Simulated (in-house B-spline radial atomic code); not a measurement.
RPA and G0W0 for Ga+, [Ar] 3d10 4s2, as one setting changes: the radius of a hard wall (bohr). Start: Hartree-Fock. A dash marks a level of low quasi-particle weight. Computed with an all-electron radial atomic-structure program (B-spline basis): all electrons, non-relativistic, point nucleus, each spin shell either full or empty, empty states to l = 9 with an (l + 1/2)⁻⁴ tail; G0W0 by contour deformation at full frequency.

| radius of a hard wall (bohr) | mean-field level (eV) | G0W0 level (eV) | RPA correlation (Eh) |
| --- | --- | --- | --- |
| 2 | 41.09 | 4s 38.22 | -2.1183 |
| 2.5 | 5.231 | 4s 2.747 | -2.1042 |
| 3 | -8.010 | 4s -10.216 | -2.0881 |
| 3.5 | -13.614 | 4s -15.599 | -2.0733 |
| 4 | -16.204 | 4s -18.018 | -2.0621 |
| 5 | ? | ? | ? |
| 6 | -18.577 | 4s -20.053 | -2.0447 |
| 8 | ? | ? | ? |
| 12 | -18.723 | 4s -20.127 | -2.0423 |

What belongs in the row for 8?

mean-field level (eV): -18.717; G0W0 level (eV): 4s -20.128; RPA correlation (Eh): -2.0427.

What belongs in the row for 5?

mean-field level (eV): -18.099; G0W0 level (eV): 4s -19.689; RPA correlation (Eh): -2.0495.
